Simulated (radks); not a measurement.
Polarisability of the strontium ion Sr3+, [Ar] 3d10 4s2 4p5, at imaginary frequency. Method: scalar-relativistic Kohn-Sham, exchange-only LDA, spin-polarised, spherical densities, finite nucleus; open shells are filled with parallel spins first (spin-orbit coupling, left out, can overturn this in heavy ions); Fermi nuclear charge, rms radius 4.224 fm; computed with a radial shooting solver on a logarithmic mesh with Libxc functionals. Response by self-consistent Sternheimer equations with the Hartree and adiabatic exchange-only LDA kernel, the relativistic mass of each level held fixed and spin-orbit coupling left out.

w (hartree)  alpha1(iw) (bohr^3)
0.00266                    4.571
0.0143                     4.571
0.0360                     4.567
0.0697                     4.555
0.118                      4.524
0.186                      4.456
0.280                      4.317
0.413                      4.056
0.605                      3.600
0.892                      2.903
1.35                       2.023
2.12                       1.170
3.59                      0.5565
6.94                      0.2173
17.5                     0.05653

Static values: alpha1 = 4.571 bohr^3 (0.6774 angstrom^3; uncoupled 7.283). C6 = 19.12, triple-dipole C9 = 63.74 atomic units. One-pole (London) frequency 4 C6 / (3 alpha1^2) = 1.220 hartree, against 1.768 for minus the highest occupied eigenvalue.
